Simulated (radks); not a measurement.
Values are calculated unless marked as measured or tabulated.
Excited configurations of Nb2+: one electron is placed in a higher orbital outside [Kr] 4d2. The ground configuration is [Kr] 4d3. Level of theory: scalar-relativistic Kohn-Sham, PBE, spin-polarised, spherical densities, point nucleus; open shells are filled with parallel spins first (spin-orbit coupling, left out, can overturn this in heavy ions) (a radial shooting solver on a logarithmic mesh with Libxc functionals). Excitation = E - E(ground); binding = E(ion) - E, where the ion is the core of charge +3; n* = 3/sqrt(2 binding) in atomic units, and the quantum defect is n - n*.

| outer orbital | excitation (eV) | binding (eV) | n* | quantum defect | eigenvalue (eV) |
|---|---|---|---|---|---|
| 4f | 17.088 | 8.465 | 3.803 | 0.197 | -6.573 |
| 5s | 3.045 | 22.508 | 2.332 | 2.668 | -19.070 |
| 5p | 8.218 | 17.335 | 2.658 | 2.342 | -14.465 |
| 5d | 14.696 | 10.857 | 3.358 | 1.642 | -9.013 |
| 6s | 14.481 | 11.072 | 3.326 | 2.674 | -9.586 |
| 6p | 16.269 | 9.284 | 3.632 | 2.368 | -7.975 |
| 6d | 18.897 | 6.657 | 4.289 | 1.711 | -5.646 |
| 6f | 21.485 | 4.068 | 5.486 | 0.514 | -3.459 |
| 7s | 18.861 | 6.692 | 4.278 | 2.722 | -5.814 |
| 7p | 19.733 | 5.820 | 4.587 | 2.413 | -5.059 |
| 7d | 21.064 | 4.489 | 5.223 | 1.777 | -3.879 |

The Delta-SCF ionisation energy is 25.553 eV (NIST Atomic Spectra Database: 25.040 eV, semi-empirical). Self-interaction in the functional shifts the binding energies and quantum defects, so they are the method's values and not measured ones. Open shells are spherical and high-spin; term and fine-structure splittings are not resolved.
